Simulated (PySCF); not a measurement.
[HgF2]-: bending curve

All numbers come from UPBE0/[Hg def2-TZVPD with ECP60, F def2-TZVPD], scalar-relativistic core potentials, density fitting, no spin–orbit coupling, PySCF.

Rigid scan from the doublet minimum (Hg–F 2.185 Å (×2); F–Hg–F 135.7°). Coordinate: the F–Hg–F angle, bonds fixed. Energies in kJ/mol from the minimum.

Problem. Predict the curve at 80, 90, 100, 110, 120, 130, 140, 150, 160, 170, 180.

Solution. 
```csv
bond angle (°),E (kJ/mol),"dipole size (D, about the centre of mass)",⟨S²⟩
80,44.7,6.50,0.75
90,27.0,5.92,0.75
100,15.2,5.27,0.75
110,7.3,4.57,0.75
120,2.8,3.83,0.76
130,0.6,3.09,0.76
140,0.1,2.37,0.76
150,1.2,1.69,0.75
160,3.3,1.07,0.75
170,5.2,0.51,0.75
180,5.9,0.00,0.75
```

With the bonds held, the linear shape lies 5.9 kJ/mol from the minimum.

No spin–orbit coupling is included, which matters more the heavier the element.

Other isomers or separated fragments may lie lower.

The scan took roughly 2.1 core-minutes on a shared host.
